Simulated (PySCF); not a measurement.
**Excitation energy of Tc²⁺ by level of theory**

Tc²⁺ [Kr] 4d5 (6S) → Tc²⁺ [Kr] 4d4 5s1 (6D), as a difference of total energies. All numbers are calculated (PySCF 2.14, scalar relativity through the core potential, in aug-cc-pVTZ-PP with ECP28MDF). Correlated levels: valence: 4s2 4p6 frozen. The calculations carry no spin-orbit coupling.

```
           method  excitation energy (cm⁻¹)
              UHF                     45923
              LDA                     41136
              PBE                     42103
             PBE0                     44328
           r2SCAN                     43342
            HSE06                     43959
           M06-2X                     45507
             TPSS                     42636
        CAM-B3LYP                     43121
    MP2 (valence)                     47144
SCS-MP2 (valence)                     46330
```
